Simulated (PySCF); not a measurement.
Work out the structure from these simulated measurements.

Elements present: C, H, N and Si. Monoisotopic mass: 71.0191 u.

| Item | Value |
| --- | --- |
| Valence photoelectron | vertical ionisation energy: 11.86 eV [ΔSCF wB97X-D/def2-SVPD] |
| Dipole | 4.06 D [wB97X-D/def2-SVPD] |
| XPS | Si2p3/2 107.8, C1s 291.0, C1s 291.8, N1s 405.3, Si1s 1847.7 eV [ΔSCF SCAN, pcX-2 on the ionised atom, pcseg-1 elsewhere, spin-free X2C, 2p3/2 from a spin–orbit splitting computed afterwards within the 2p shell] |
| Rotational structure | rotational constants A, B, C: 14.379, 3.313, 2.831 GHz [PBE0-D3(BJ)/def2-SVP] |
| NMR, other nuclei | isotropic shieldings of nuclei other than C and H, by class: -103 (1 N), 397 (1 Si) ppm [GIAO PBE/pcSseg-2] |
| 1H NMR | chemical shifts (computed TMS as zero) by class: 4.41 (2 H), 0.37 (3 H) ppm [GIAO PBE/pcSseg-2] |
| 13C NMR | chemical shifts (computed TMS as zero) by class: 124.8 (1 C), -8.0 (1 C) ppm [GIAO PBE/pcSseg-2] |
| UV, first state | lowest singlet excitation: 7.04 eV (176 nm, f = 0.000) [TDDFT wB97X-D/def2-SVPD] |

The electronic properties come from PySCF, for the isolated species, density fitting. Levels stand in brackets. Geometry: PBE0-D3(BJ)/def2-SVP; no solvent, vibrations or thermal averaging. Each NMR value is the plain mean over a class of atoms that symmetry, rotation or inversion makes alike.

Q: Which formula fits the mass and the elements?

A: C2H5NSi (calculated 71.0191). No other formula that holds each of these elements comes within 0.0003 u with a fitting electron parity and a possible valence count.

Q: Propose a structure and show how it fits.

A: Numbering: `[CH3:1][SiH2:2][C:3]#[N:4]`. Its formula, C2H5NSi, gives 2 degrees of unsaturation: 0 rings and 2 π bonds in the structure found. 2 carbons fall into 2 classes; from least to most shielded: cyano carbon [C3] (124.8 ppm), Si-methyl carbon [C1] (-8.0 ppm). Hydrogen classes from least to most shielded: 2 H on an SiH2 silicon, Si2 (4.41 ppm), 3 H on an Si-methyl carbon, C1 (0.37 ppm). The other shieldings belong to: -103 ppm, cyano nitrogen [N4]; 397 ppm, SiH2 silicon [Si2]. The core levels belong to: Si2p3/2 107.8 eV, SiH2 silicon [Si2]; C1s 291.0 eV, Si-methyl carbon [C1]; C1s 291.8 eV, cyano carbon [C3]; N1s 405.3 eV, cyano nitrogen [N4]; Si1s 1847.7 eV, SiH2 silicon [Si2]. The hole state at 291.8 eV has ⟨S²⟩ = 0.83 against 0.75, so that value is less sure. The hole state at 405.3 eV has ⟨S²⟩ = 0.82 against 0.75, so that value is less sure. The first electron is taken from the HOMO, whose largest Löwdin shares are 0.28 on the cyano nitrogen, 0.23 on the cyano carbon, 0.21 on the Si-methyl carbon and 0.14 on the SiH2 silicon. The optimised geometry has point group Cs and is an asymmetric top. Structure: `C[SiH2]C#N`. Computed isomers that give other values at the same levels: `C#C[SiH2]N` (rotational constant A: 16.873 GHz; this holds for the one conformer computed). The assignments are read from this structure; whether some other isomer fits the data as well wasn't checked.
